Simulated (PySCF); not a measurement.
# MMg for M along group 14

PBE with double-zeta basis sets in PySCF, for the lowest determinant that a PBE0 search found; no spin–orbit coupling. De refers to high-spin ground-configuration atoms. A positive dipole means M(−)Mg(+).

```csv
M,basis,state (unpaired electrons),Re (Å),ωe (cm⁻¹),De (eV),μ (D)
Si,aug-cc-pVDZ/aug-cc-pV(D+d)Z,triplet (π ↑↑),2.556,312,1.26,3.34
Ge,cc-pVDZ/cc-pVDZ-PP,triplet (π ↑↑),2.598,254,1.15,2.85
Sn,def2-SVP,triplet (π ↑↑),2.779,221,1.02,2.67
Pb,def2-SVP,triplet (π ↑↑),2.833,204,0.95,2.28
```

(1) By what factor does the well depth vary along the series?

The rows differ in basis set, which adds steps of its own.

Relativity is treated differently too: Si no relativity; Ge scalar-relativistic core potentials; Sn scalar-relativistic core potentials; Pb scalar-relativistic core potentials.

Down a group bonds as a rule get longer and wavenumbers fall, partly through the reduced mass; this series shows no clear exception.

Spin–orbit coupling is left out, which matters for elements this heavy, above all for dissociation energies. States were picked by a PBE0 search and need not be the measured ground states.

## Answers

(1) At PBE it runs from 0.95 eV (MgPb) to 1.26 eV (MgSi), a factor of 1.33.
